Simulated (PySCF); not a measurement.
Isomers of C4H2F4, one GFN2-xTB conformer each. Single-point energies are computed at PBE0/pcSseg-1 (PySCF, gas phase, no added dispersion term), electronic only.

**Question.** Rank them by PBE0/pcSseg-1 energy, lowest first (kcal/mol).
A. `[F:1]/[CH:2]=[CH:3]\[C:4]([F:5])=[C:6]([F:7])[F:8]` with C2–C3–C4–F5 0°
B. `FCC#CC(F)(F)F`
C. `C1[C@@H](C(F)(F)F)C=1F`

**Answer.** A (0.0), B (3.4), C (11.2).

As drawn, the highest has a three-membered ring, which the lowest lacks. GFN2-xTB itself gives, in the same order: 0.0, 3.6, 17.7. Both levels put the same isomer lowest; measured from each level's own lowest isomer, the values differ by up to 6.5 kcal/mol (FC1=C[C@H]1C(F)(F)F: 17.7 against 11.2).

**Question.** Which frontier levels, dipoles and rotational constants go with these structures?

**Answer.** 
| SMILES | HOMO (eV, PBE0/pcSseg-1) | LUMO (eV) | dipole (D) | A, B, C (MHz) |
| --- | --- | --- | --- | --- |
| F/C=C\C(F)=C(F)F | -6.88 | -1.04 | 2.39 | 4583, 1172, 933.3 |
| FCC#CC(F)(F)F | -9.07 | -0.91 | 2.76 | 4782, 838.4, 819.0 |
| FC1=C[C@H]1C(F)(F)F | -8.23 | -0.23 | 2.49 | 3819, 1434, 1294 |

**Question.** As an exercise, what shares would exp(−E/RT) give at 1000 K from these electronic energies alone (no entropy, no degeneracies)?

**Answer.** RT = 1.987 kcal/mol: F/C=C\C(F)=C(F)F 84.2 %, FCC#CC(F)(F)F 15.4 %, FC1=C[C@H]1C(F)(F)F 0.3 %.
